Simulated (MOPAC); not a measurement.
MOPAC input (PM7):

```
PM7 FORCE THERMO(298,298) PRECISE LET UHF MS=0.5 GEO-OK AUX(PRECISION=9) THREADS=1
C5H11O

C    -2.53629749 1   -0.69713746 1   -0.77426302 1
C    -1.56872007 1    0.26331902 1   -0.07683127 1
C    -0.29822350 1   -0.39406233 1    0.26259081 1
C     0.93571190 1    0.39874139 1    0.45334853 1
C     1.57075019 1    0.77237912 1   -0.89167284 1
O     1.81382847 1   -0.44505836 1    1.19290208 1
H    -2.77981223 1   -1.55334977 1   -0.13442499 1
H    -3.47585261 1   -0.19824520 1   -1.03345470 1
H    -2.10261704 1   -1.09247037 1   -1.70014101 1
H    -2.03810955 1    0.65404573 1    0.85730412 1
H    -1.40602283 1    1.15904460 1   -0.71315477 1
H    -0.24991898 1   -1.45693208 1    0.41251209 1
H     0.76236502 1    1.30410811 1    1.08438704 1
H     2.46988432 1    1.38099430 1   -0.75921954 1
H     0.87243259 1    1.33684248 1   -1.51891512 1
H     1.85283650 1   -0.13077203 1   -1.44871488 1
H     2.73239151 1   -0.12871567 1    1.13444630 1
```

Output:

```
 *******************************************************************************
 **                                                                           **
 **                              MOPAC v23.2.5                                **
 **                                                                           **
 *******************************************************************************
 ** MOPAC's Digital Object Identifier: https://doi.org/10.5281/zenodo.6511958 **
 **                                                                           **
 ** Please cite the open-source release paper for use of this MOPAC version:  **
 ** J. E. Moussa and J. J. P. Stewart (2026)                                  **
 ** MOPAC: An open-source semiempirical molecular orbital program             **
 ** J. Open Source Softw., 11(119), 8025, https://doi.org/10.21105/joss.08025 **
 *******************************************************************************

                              PM7 CALCULATION RESULTS

 *******************************************************************************
 *  PM7        - The PM7 Hamiltonian to be used
 *  GEO-OK     - OVERRIDE INTERATOMIC DISTANCE AND OTHER SAFETY CHECKS
 *  UHF        - UNRESTRICTED HARTREE-FOCK CALCULATION
 *  MS=        - IN MECI, MAGNETIC COMPONENT OF SPIN =  0.5
 *  LET        - OVERRIDE SOME SAFETY CHECKS
 *  PRECISE    - TIGHTER CRITERIA TO BE USED
 *  FORCE      - FORCE CALCULATION SPECIFIED
 *  AUX        - OUTPUT AUXILIARY INFORMATION
 *  THERMO     - THERMODYNAMIC QUANTITIES TO BE CALCULATED
 *******************************************************************************
PM7 FORCE THERMO(298,298) PRECISE LET UHF MS=0.5 GEO-OK AUX(PRECISION=9) THREADS=1
 C5H11O

   ATOM   CHEMICAL          X               Y               Z
  NUMBER   SYMBOL      (ANGSTROMS)     (ANGSTROMS)     (ANGSTROMS)

     1       C         -2.53629749  *  -0.69713746  *  -0.77426302  *
     2       C         -1.56872007  *   0.26331902  *  -0.07683127  *
     3       C         -0.29822350  *  -0.39406233  *   0.26259081  *
     4       C          0.93571190  *   0.39874139  *   0.45334853  *
     5       C          1.57075019  *   0.77237912  *  -0.89167284  *
     6       O          1.81382847  *  -0.44505836  *   1.19290208  *
     7       H         -2.77981223  *  -1.55334977  *  -0.13442499  *
     8       H         -3.47585261  *  -0.19824520  *  -1.03345470  *
     9       H         -2.10261704  *  -1.09247037  *  -1.70014101  *
    10       H         -2.03810955  *   0.65404573  *   0.85730412  *
    11       H         -1.40602283  *   1.15904460  *  -0.71315477  *
    12       H         -0.24991898  *  -1.45693208  *   0.41251209  *
    13       H          0.76236502  *   1.30410811  *   1.08438704  *
    14       H          2.46988432  *   1.38099430  *  -0.75921954  *
    15       H          0.87243259  *   1.33684248  *  -1.51891512  *
    16       H          1.85283650  *  -0.13077203  *  -1.44871488  *
    17       H          2.73239151  *  -0.12871567  *   1.13444630  *

          CARTESIAN COORDINATES

    NO.       ATOM           X           Y           Z

     1         C         -2.5363     -0.6971     -0.7743
     2         C         -1.5687      0.2633     -0.0768
     3         C         -0.2982     -0.3941      0.2626
     4         C          0.9357      0.3987      0.4533
     5         C          1.5708      0.7724     -0.8917
     6         O          1.8138     -0.4451      1.1929
[...]
 FORCE CONSTANT      1.8144

 VIBRATION         42   42A           ATOM PAIR      ENERGY CONTRIBUTION    RADIAL
 FREQUENCY          2770.02         C  3 -- H 12         +87.8% ( 94.0%)    100.0%
 TRANSITION DIPOLE   0.7084         C  2 -- H 11          +4.1% ( 20.3%)     97.3%
 TRAVEL (Ang.)       0.1821         C  1 -- H  8          +1.8% ( 13.3%)     98.9%
 REDUCED MASS        0.7340         C  2 -- H 10          +1.7% ( 13.2%)     88.0%
 EFFECTIVE MASS      1.3695
 FORCE CONSTANT      3.3182

 VIBRATION         43   43A           ATOM PAIR      ENERGY CONTRIBUTION    RADIAL
 FREQUENCY          2781.55         C  5 -- H 15         +30.9% ( 53.4%)     95.9%
 TRANSITION DIPOLE   0.4113         C  5 -- H 14         +29.8% ( 52.4%)     95.7%
 TRAVEL (Ang.)       0.3007         C  5 -- H 16         +29.0% ( 51.8%)     95.4%
 REDUCED MASS        0.2680         C  1 -- H  7          +3.0% ( 16.7%)     95.8%
 EFFECTIVE MASS      1.1346
 FORCE CONSTANT      1.2218

 VIBRATION         44   44A           ATOM PAIR      ENERGY CONTRIBUTION    RADIAL
 FREQUENCY          2783.06         C  1 -- H  9         +29.3% ( 52.1%)     95.6%
 TRANSITION DIPOLE   0.4655         C  1 -- H  7         +28.9% ( 51.7%)     95.5%
 TRAVEL (Ang.)       0.3118         C  1 -- H  8         +28.0% ( 50.9%)     95.3%
 REDUCED MASS        0.2492         C  3 -- H 12          +3.3% ( 17.5%)    100.0%
 EFFECTIVE MASS      1.1518
 FORCE CONSTANT      1.1374

 VIBRATION         45   45A           ATOM PAIR      ENERGY CONTRIBUTION    RADIAL
 FREQUENCY          2821.71         O  6 -- H 17         +98.9% ( 99.5%)     98.9%
 TRANSITION DIPOLE   1.0840         C  4 -- O  6          +0.4% (  6.0%)     13.6%
 TRAVEL (Ang.)       0.1601         C  5 -- H 14          +0.3% (  5.8%)     96.7%
 REDUCED MASS        0.9328         C  5 -- H 16          +0.2% (  4.5%)     93.2%
 EFFECTIVE MASS      1.3351
 FORCE CONSTANT      4.3760

      SYMMETRY NUMBER FOR POINT-GROUP C1  =  1

          SYSTEM IS A GROUND STATE

 C5H11O

          MOLECULE IS NOT LINEAR

          THERE ARE 45 GENUINE VIBRATIONS IN THIS SYSTEM
          THIS THERMODYNAMICS CALCULATION IS LIMITED TO
          MOLECULES WHICH HAVE NO INTERNAL ROTATIONS

                    CALCULATED THERMODYNAMIC PROPERTIES
                                          *
   TEMP. (K)   PARTITION FUNCTION   H.O.F.    ENTHALPY  HEAT CAPACITY ENTROPY
                                   KCAL/MOL   CAL/MOLE    CAL/K/MOL  CAL/K/MOL

 298.00  VIB.     0.7158D+03                  3738.2739    23.2687    25.6072
         ROT.     0.1968D+06                   888.2803     2.9808    27.2044
         INT.     0.1408D+09                  4626.5542    26.2495    52.8116
         TRA.     0.7864D+27                  1480.4672     4.9680    39.3055
         TOT.                      -45.581    6107.0214    31.2175    92.1171

   *: NOTE: HEATS OF FORMATION ARE RELATIVE TO THE
            ELEMENTS IN THEIR STANDARD STATE AT 298K
              (=  Standard Enthalpy of Formation).

            Hvib:  Zero-point energy is not included.
                   frequencies of less than zero cm-1 are not included.
            Hrot = (3/2)RT
            Htra = (3/2)RT + pV = (5/2)RT

            Heat capacity is Cp, not Cv

          For more information, see: HTTP://OpenMOPAC.net/Manual/thermochemistry.html

           FORCE CONSTANT IN CARTESIAN COORDINATES (Millidynes/A)

    ATOM   CHEMICAL       X               Y               Z
   NUMBER   SYMBOL  FORCE CONSTANT  FORCE CONSTANT  FORCE CONSTANT

      1       C        6.861530        6.454890        6.344502
      2       C        7.275218        7.782923        5.912366
      3       C        7.586838        8.440617        2.898173
      4       C        7.960441        7.358899        6.756013
      5       C        6.415010        6.458382        6.690210
      6       O        3.591465        5.313143        2.898336
      7       H        1.279617        1.307499        2.857873
      8       H        1.272992        3.600860        0.566199
      9       H        1.271527        1.359373        2.817616
     10       H        1.158983        1.566252        2.728159
     11       H        1.216057        1.751713        2.617993
     12       H        1.775510        2.811697        0.769527
     13       H        2.271576        2.212182        1.167490
     14       H        3.547862        0.645826        1.221035
     15       H        0.958595        3.066562        1.378121
     16       H        1.755953        2.481699        1.181565
     17       H        2.648584        1.554960        1.186037

 **********************
 *                    *
 * JOB ENDED NORMALLY *
 *                    *
 **********************

 == MOPAC DONE ==
```
